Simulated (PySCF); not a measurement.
A species of formula C5H11ClSi2 has this rotational fingerprint, computed with PBE0/pcSseg-1 in PySCF (dipole) on a GFN2-xTB geometry, gas phase:

```
Rotational constants : A = 1321, B = 835.7, C = 623.9 MHz
Dipole components    : |μa| = 1.28 D, |μb| = 2.00 D, |μc| = 0.41 D
Inertial defect      : -177.29 u·Å²
κ                    : -0.39
```

Task: Which candidate fits, each taken in the one conformer that was computed?
A. `[CH3:1][C:2]1=[CH:3][SiH2:4][C@@H:5]1[SiH2:6][CH2:7][Cl:8]` with Si4–C5–Si6–C7 69°, C5–Si6–C7–Cl8 -176°
B. `[CH3:1][C:2]1=[CH:3][SiH2:4][Si@H:5]1[CH2:6][CH2:7][Cl:8]` with Si4–Si5–C6–C7 -96°, Si5–C6–C7–Cl8 54°
C. `[SiH3:1][CH2:2][C@@H:3]1[CH:4]=[C:5]1[SiH2:6][CH2:7][Cl:8]` with Si1–C2–C3–C4 150°, C4–C5–Si6–C7 -69°, C5–Si6–C7–Cl8 -59°

Result: C. It is [SiH3]C[C@@H]1C=C1[SiH2]CCl, an asymmetric top, point group C1. The candidates at the same level (rigid rotor, commonest isotopes):

| SMILES | A (MHz) | B (MHz) | C (MHz) | μa (D) | μb (D) | μc (D) | Δ (u·Å²) | point group | rotor |
| --- | --- | --- | --- | --- | --- | --- | --- | --- | --- |
| CC1=C[SiH2][Si@H]1CCCl | 1955 | 725.1 | 559.3 | 0.57 | 2.47 | 0.42 | -51.91 | C1 | asymmetric top |
| [SiH3]C[C@@H]1C=C1[SiH2]CCl | 1321 | 835.7 | 623.9 | 1.28 | 2.00 | 0.41 | -177.29 | C1 | asymmetric top |
| CC1=C[SiH2][C@@H]1[SiH2]CCl | 2306 | 552.0 | 467.1 | 2.43 | 0.12 | 1.13 | -52.69 | C1 | near-prolate asymmetric top |

`CC1=C[SiH2][Si@H]1CCCl` has A 48 % too high; `CC1=C[SiH2][C@@H]1[SiH2]CCl` has A 75 % too high. No structure here is proved a minimum.
